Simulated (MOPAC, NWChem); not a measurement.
**RbBr (SMILES [Br][Rb]): methods side by side**

RbBr has 2 atoms, charge 0, and is taken as a singlet. SMILES: `[Br][Rb]`. The bond length is the measured one.

```xyz
2

Br    0.0000    0.0000    0.0000
Rb    0.0000    0.0000    2.9447
```

Quantity: the vertical ionisation energy (to the doublet cation), in eV. The values are calculated.

```tsv
level	kind	program	value (eV)	CPU time (all runs)
AM1	semi-empirical	MOPAC	7.70	under 2 s
MNDO	semi-empirical	MOPAC	8.05	under 2 s
HF/def2-SVP (core potential)	Hartree–Fock	NWChem	7.21	26 s
HF/def2-SVPD (core potential)	Hartree–Fock	NWChem	7.35	27 s
HF/def2-TZVP (core potential)	Hartree–Fock	NWChem	7.22	51 s
HF/def2-TZVPD (core potential)	Hartree–Fock	NWChem	7.22	55 s
HF/def2-QZVPD (core potential)	Hartree–Fock	NWChem	7.21	4.7 min
PBE0/DGauss-DZVP	global hybrid	NWChem	8.11	28 s
PBE0/SBKJC-VDZ (core potential)	global hybrid	NWChem	7.86	4.6 s
PBE0/LANL2DZ (core potential)	global hybrid	NWChem	7.88	5.2 s
```

All-electron rows without a relativistic Hamiltonian named are non-relativistic, while core potentials hold scalar relativity, so basis and relativity change together. Spin-orbit coupling, which can split open shells on such heavy atoms by tenths of an eV, is left out. The values span 7.21 to 8.11 eV. Times are those of the runs behind each value, whatever else they computed, on shared processors of several kinds: orders of magnitude only.
